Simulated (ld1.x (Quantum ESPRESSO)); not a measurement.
**Mn (Z = 25): one change to an ultrasoft potential, before and after**

* Element: Mn
* Generator: ld1.x (Quantum ESPRESSO) 7.5
* Type: ultrasoft
* Functional: PBE
* Relativity: scalar-relativistic
* Frozen core: [Ar]
* Valence charge: 7
* Reference configuration: 3d5 4s0 4p0 (charge +2)
* Partial waves: 4s (bound, empty): rcut 1.55, rcutus 2.05 bohr; 4s channel at 0.75 Ry: rcut 1.55, rcutus 2.05 bohr; 4p (bound, empty): rcut 2.10, rcutus 2.85 bohr; 4p channel at 4 Ry: rcut 2.10, rcutus 2.85 bohr; 3d (bound): rcut 1.20, rcutus 1.60 bohr; 3d channel at 2.55 Ry: rcut 1.20, rcutus 1.60 bohr
* Local potential: all-electron potential smoothed inside 2.00 bohr (lloc = -1)
* Core correction: none
* Augmentation charge: PSQ, radius 1.35 bohr

Change: local potential all-electron potential smoothed inside 2.70 bohr (lloc = -1).

Cutoffs: the cutoffs (Ry, on a coarse ladder) from which the occupation-weighted sum of valence levels, in a spherical-Bessel basis at the reference potential, stays within 10 and 1 mRy of its value at 400 Ry; they do not see the model core or the augmentation charge, which bear on the density cutoff. Errors are all-electron minus pseudo energies relative to the spin-unpolarised reference configuration.

Task: What does the change do?

Result: The potential gets neither clearly harder nor softer (40 Ry and 70 Ry → 40 Ry and 70 Ry); a bound ghost appears in s, which as a rule spoils a file; the number of tests with a reliable result goes from 7 to 0 (the test run of the changed file stopped, so its transferability is not established); the range in which the s phases agree narrows (upper end 0.0 → -1.3); the range in which the d phases agree narrows (upper end at the end of the scan → -0.5). A state that the projectors do not describe sees the local part alone, so a deeper or shallower local part can create or remove a ghost.

```csv
quantity,base,changed
"cutoff, loose",40 Ry,40 Ry
"cutoff, tight",70 Ry,70 Ry
bound ghosts,none,s
tests with a reliable result,7 of 7,0 of 7 (the test run stopped)
s: phases at 3.12 bohr within 0.05 rad from the reference energy up to (Ry; the scan ends near 5),0.0,-1.3
p: phases at 3.12 bohr within 0.05 rad from the reference energy up to (Ry; the scan ends near 5),2.2,2.1
d: phases at 3.12 bohr within 0.05 rad from the reference energy up to (Ry; the scan ends near 5),to the end of the scan,-0.5
lowest overlap eigenvalue by channel,"s 0.56, p 0.36, d 0.87","s 0.58, p 0.41, d 0.90"
```

 A true bound ghost makes a file unfit for plane-wave use even where its test errors are small: the radial tests pick states by their node count and pass the ghost by.
